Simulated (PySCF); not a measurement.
# Mayer bond orders and bond lengths

Species: C5H4F3NO.
Numbering: `[CH2:1]=[C:2]([CH2:3][C:4]#[N:5])[O:6][C:7]([F:8])([F:9])[F:10]` (hydrogens: H11, H12 on C1; H13, H14 on C3)

Structure used (GFN2-xTB), in Å, numbered top down from 1:
```xyz
14
C5H4F3NO angstrom
C     -0.1418    1.3728   -0.5183
C     -0.2132    0.2509    0.1719
C     -1.4689   -0.3015    0.7943
C     -2.2346   -1.0215   -0.1995
N     -2.8358   -1.5861   -0.9885
O      0.8534   -0.6261    0.4266
C      2.0495   -0.3864   -0.0813
F      2.8688   -1.3667    0.2771
F      2.0756   -0.3199   -1.4197
F      2.6021    0.7598    0.3519
H     -1.0272    1.9655   -0.6566
H      0.7584    1.7461   -0.9708
H     -1.2023   -0.9940    1.5962
H     -2.0846    0.5065    1.1945
```

Bond orders from the PBE0/pcSseg-1 density (PySCF). One conformer (not necessarily the lowest) at the GFN2-xTB geometry, without solvent, vibrations or thermal averaging.

Q: How far do the computed orders between heavy atoms stray from the drawn ones?

A: The largest departure is 0.083, at C2–O6 (drawn single, 0.917).

Q: Give the Mayer order of every bond, beside its length.

A: 
```
  bond  drawn as  length (Å)  Mayer order
 C1–C2    double       1.319        1.924
 C2–C3    single       1.506        1.020
 C3–C4    single       1.447        0.998
 C4–N5    triple       1.141        3.059
 C2–O6    single       1.404        0.917
 O6–C7    single       1.321        1.077
 C7–F8    single       1.327        1.066
 C7–F9    single       1.340        1.010
C7–F10    single       1.344        1.002
C1–H11    single       1.074        0.940
C1–H12    single       1.074        0.920
C3–H13    single       1.093        0.914
C3–H14    single       1.092        0.923
```

By pair of heavy elements: C–C: lowest C3–C4 (0.998, 1.447 Å), highest C1–C2 (1.924, 1.319 Å); in 1 of the 3 pairs the longer bond (by over 0.003 Å) has the higher order (by 0.02 or more). C–O: lowest C2–O6 (0.917, 1.404 Å), highest O6–C7 (1.077, 1.321 Å). C–F: lowest C7–F10 (1.002, 1.344 Å), highest C7–F8 (1.066, 1.327 Å).

Q: Sum the orders of all bonds at each heavy atom with more than one neighbour and set the sums beside the valence in the SMILES.

A: C1 3.784 (drawn 4), C2 3.861 (drawn 4), C3 3.855 (drawn 4), C4 4.057 (drawn 4), O6 1.994 (drawn 2), C7 4.155 (drawn 4). Orders between atoms that aren't bonded are not in these sums.

The Mayer order sums products of elements of PS (density times overlap matrix) between the two atoms' basis functions, so it depends on the basis set.
